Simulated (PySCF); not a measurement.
AlCl, charge -1, doublet, at a GFN2-xTB geometry (such geometries of metal compounds can be far from the true shape) (a state made from the parent by changing its charge; the spin is typed, not shown lowest) (in this run its highest filled SCF level lies above zero, so its values depend strongly on the basis, on diffuse functions most of all). Base run: SVWN5/def2-SV(P) (PySCF).

The PySCF input:
```python
from pyscf import gto, scf, dft

mol = gto.M(
    atom='''
Al   -0.000000   -0.000000   -1.405019
Cl    0.000000    0.000000    1.074427
''',
    basis='def2-sv(p)',
    charge=-1,
    spin=1,
    verbose=3,
)

mf = dft.UKS(mol)
mf.xc = 'lda,vwn'
mf.kernel()
mf.analyze()
```

The base run was repeated with changes; each row names its change, and settings that it needs were set with it.

```csv
change,ΔE vs base (mEh),fitting functions
base,0.000,-
auxbasis = cc-pvtz-ri,-18.650,244
auxbasis = cc-pvtz-jkfit,-0.105,242
auxbasis = def2-universal-jkfit,-0.028,256
auxbasis = even-tempered beta=1.6,-0.004,492
auxbasis = cc-pvqz-jkfit,-0.090,296
auxbasis = default (with mf = mf.density_fit()),-0.329,102
auxbasis = def2-tzvp-ri,-34.381,226
auxbasis = even-tempered beta=3.0,-1.982,220
auxbasis = even-tempered beta=2.0,-0.036,329
```

A fitting set is made for a task (jfit for Coulomb, jkfit for Coulomb and exchange, ri for correlation) and for a family of orbital bases.

Open shells are given as the SCF converged; they aren't shown to be the lowest states, and a large step between rows can be another state.
